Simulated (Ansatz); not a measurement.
Calculated with Ansatz (gas phase, PBE0-D4/def2-TZVP geometries, no zero-point term in ΔE). CCSD(T)/CBS is the MP2 limit (def2-TZVPP, def2-QZVPP) plus CCSD(T) − MP2 in def2-TZVPP, frozen cores. This one scheme is used for every species. DFT in def2-TZVPP. HSE06 is defined as in plane-wave codes. def2 core potentials past Kr. For Br, Zr outer-core shells are correlated without core-valence functions, which leaves a few kJ/mol of doubt a bond. Scalar relativity is left out up to krypton.

Consider the ligand exchange at a Zr–Br bond: `[Cl][Zr]([Cl])([Br])[Br]` + H–F → `[F][Zr]([Cl])([Cl])[Br]` + HBr.

```tsv
level	ΔE (kJ/mol)	difference from CCSD(T)/CBS
LDA (SPW92)	-20.2	-14.3
PBE-D4	-20.4	-14.5
BLYP-D4	-26.6	-20.7
ωB97M-V	-24.0	-18.1
PBE0	-17.7	-11.8
r2SCANh	-19.9	-14.0
HSE06	-16.8	-10.9
LC-ωPBE	-36.4	-30.5
CCSD(T)/def2-SVP	-32.2	-26.3
HF/CBS(def2)	-24.1	-18.2
CCSD(T)/CBS	-5.9	0
```

Largest T1 diagnostic among the species: 0.015.

From BLYP to BHLYP (50 % exact exchange), in def2-TZVPP and without D4, ΔE moves by +12.2 kJ/mol. In def2-TZVPP, CCSD(T) changes the Hartree–Fock value by +12.0 kJ/mol (the triples alone add +3.5 kJ/mol) and MP2 by +24.5 kJ/mol.
